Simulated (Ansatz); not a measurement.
C2H8AlBSi (`[AlH2]/[CH]=C/B[SiH3]`), charge 0, multiplicity 1.

Task: Give a relaxed structure at PBE0-D4/def2-TZVP (the Gaussian-basis code of Ansatz). (Estimate.)

Result: Ansatz gave: 
Z-matrix (Å, degrees):
```
Si
B 1 2.016
H 1 1.492 2 109.7
H 1 1.493 2 109.9 3 117.5
H 1 1.490 2 114.1 3 -121.1
C 2 1.540 1 124.3 3 117.0
H 2 1.201 1 118.2 3 -59.6
C 6 1.354 2 121.0 1 -154.0
H 6 1.093 2 120.6 1 17.5
Al 8 1.956 6 121.0 2 169.1
H 8 1.092 6 115.7 2 -8.5
H 10 1.586 8 121.5 6 -172.8
H 10 1.586 8 116.5 6 6.9
```
This is one stationary point; other conformers may exist.
